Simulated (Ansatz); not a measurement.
Dissociation curve of SAl (cation, charge +1), lowest triplet found (which spin is the ground state isn't settled by this scan).

Level of theory: full CI/cc-pVDZ, frozen core run with Ansatz (an electronic-structure program).

### Question
Relative to R = 2.24 Å, what are the energies at R = 1.62, 1.77, 1.89, 2.36 Å?

### Answer
209.6 mEh at 1.62 Å, 91.4 mEh at 1.77 Å, 40.9 mEh at 1.89 Å, 1.5 mEh at 2.36 Å.

The scan ran from 1.62 to 7.75 Å; beyond the distances shown full CI changes its symmetry label.
